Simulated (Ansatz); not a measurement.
`F[SiH](S)[GeH3]` + H₂S → `F[SiH](S)S` + GeH₄  (cleavage of the Si–Ge bond)

Isolated molecules relaxed with PBE0-D4/def2-TZVP in Ansatz; ΔE leaves out vibrations. CCSD(T)/CBS is the MP2 limit (def2-TZVPP, def2-QZVPP) plus CCSD(T) − MP2 in def2-TZVPP, frozen cores. This one scheme is used for every species. For Ge outer-core shells are correlated without core-valence functions, which leaves a few kJ/mol of doubt a bond. Scalar relativity is left out up to krypton. Each species was taken in one conformer, which may not be the lowest.

```
          species  SCS-MP2/def2-QZVPP energy (Eh)
`F[SiH](S)[GeH3]`                     -2865.49698
              H₂S                      -398.93269
     `F[SiH](S)S`                     -1186.22267
             GeH₄                     -2078.22806
```

Question: Work out ΔE.

Answer: ΔE = (-1186.22267) + (-2078.22806) − (-2865.49698) − (-398.93269) = -0.02106 Eh = -13.2 kcal/mol. CCSD(T)/CBS gives -11.9 kcal/mol.

Largest T1 diagnostic among the species: 0.012.

From PBE to PBE0 (25 % exact exchange), in def2-TZVPP and without D4, ΔE moves by −0.8 kcal/mol.
